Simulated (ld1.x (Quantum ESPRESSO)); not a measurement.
niobium: variants of one TM potential

Base potential:

ld1.x (Quantum ESPRESSO) 7.5 input, shortened:

```
&input
   title='Nb', zed=41., rel=2, dft='PZ', iswitch=3,
   config='[Kr] 4d4 5s1 5p0', rel_dist='average'
 /
 &inputp
   pseudotype=2, tm=.true., lloc=2,
   nlcc=.true., rcore=1.15
 /
3
5S  1  0   1.00   0.00  2.85  2.85  0.0
4P  2  1   6.00   0.00  1.60  1.60  0.0
4D  3  2   4.00   0.00  1.50  1.50  0.0
 &test
   configts(1)='4p6 4d4 5s1 5p0'
 /
```

Open shells are filled in proportion to 2j + 1 (rel_dist='average').

All-electron outer shells of the reference configuration (LDA (PZ), scalar-relativistic, ld1.x):

| shell | level (eV) | outermost node (bohr) | outermost maximum (bohr) |
| --- | --- | --- | --- |
| 3d | -196.60 | – | 0.33 |
| 4s | -58.46 | 0.53 | 1.02 |
| 4p | -34.61 | 0.54 | 1.12 |
| 5s | -4.20 | 1.40 | 3.04 |
| 4d | -3.21 | 0.55 | 1.51 |
| 5p | -1.22 | 1.62 | 4.21 |

Cutoffs, loose and tight: the cutoffs (Ry, on a coarse ladder) from which the occupation-weighted sum of valence levels, in a spherical-Bessel basis at the reference potential, stays within 10 and 1 mRy of its value at 400 Ry. They do not see the model core or the augmentation charge, which bear on the density cutoff. Test errors are all-electron minus pseudo excitation energies from the reference, over the configurations 4p6 4d4 5s0 5p0; 4p6 4d3 5s0 5p0; 4p6 4d2 5s0 5p0; 4p6 4d4.5 5s0.5 5p0; 4p6 4d4 5s0 5p1; 4p6 4d4 5s0.5 5p0; 4p6 4d5 5s0 5p0. A dash means not determined; rows that change the core or the reference have their own tests.

A true bound ghost makes a file unfit for plane-wave use even where its test errors are small: the radial tests pick states by their node count and pass the ghost by.

```tsv
change	outcome	cutoff, loose	cutoff, tight	bound ghosts	largest test error (meV)
base	generated	45 Ry	80 Ry	s	+20
wave 4p (bound): rc 1.60 bohr becomes 4p (bound): rc 1.12 bohr	generated	90 Ry	140 Ry	s	+19
wave 4p (bound): rc 1.60 bohr becomes 4p (bound): rc 1.24 bohr	generated	70 Ry	120 Ry	s	+19
wave 4p (bound): rc 1.60 bohr becomes 4p (bound): rc 1.50 bohr	generated	50 Ry	90 Ry	s	+20
wave 4p (bound): rc 1.60 bohr becomes 4p (bound): rc 1.70 bohr	generated	45 Ry	55 Ry	s	+21
wave 4p (bound): rc 1.60 bohr becomes 4p (bound): rc 1.92 bohr	generated	40 Ry	50 Ry	s	+22
wave 4p (bound): rc 1.60 bohr becomes 4p (bound): rc 2.12 bohr	generated	40 Ry	50 Ry	s	+24
wave 4p (bound): rc 1.60 bohr becomes 4p (bound): rc 2.36 bohr	generated	40 Ry	50 Ry	s	+24
```

Reading the sweep of the p radius (base included, trends over the rows without a ghost): Bound ghosts are found at 1.12, 1.24, 1.5, 1.6, 1.7, 1.92, 2.12, 2.36 bohr. Every judged row has one, so this setting neither creates nor removes them.
